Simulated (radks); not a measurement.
Values are calculated unless marked as measured or tabulated.
Effect of the nuclear size on the phosphorus ion P3+, [Ne] 3s2. Level of theory: Dirac Kohn-Sham, BLYP, spin-unpolarised, spherical densities, finite nucleus; Fermi nuclear charge, rms radius 3.1889 fm (a radial shooting solver on a logarithmic mesh with Libxc functionals). The rms radius is varied about that value; shifts are against it.

| rms radius (fm) | total energy shift (eV) | density at nucleus (e/bohr^3) | 1s1/2 shift (meV) | 2s1/2 shift (meV) |
|---|---|---|---|---|
| 2.8604 | -0.00145 | 2400 | -0.604 | -0.040 |
| 2.8828 | -0.00136 | 2399 | -0.565 | -0.037 |
| 3.1889 | 0 | 2396 | 0.000 | 0.000 |
| 3.4281 | 0.00115 | 2393 | 0.480 | 0.032 |
| 3.7565 | 0.00287 | 2390 | 1.19 | 0.079 |

Slopes of the eigenvalues against <r^2> in GHz/fm^2, as finite differences over the two radii next to the reference (eigenvalue slopes, not the field-shift constants of lines): 1s1/2 73.4, 2s1/2 4.87.
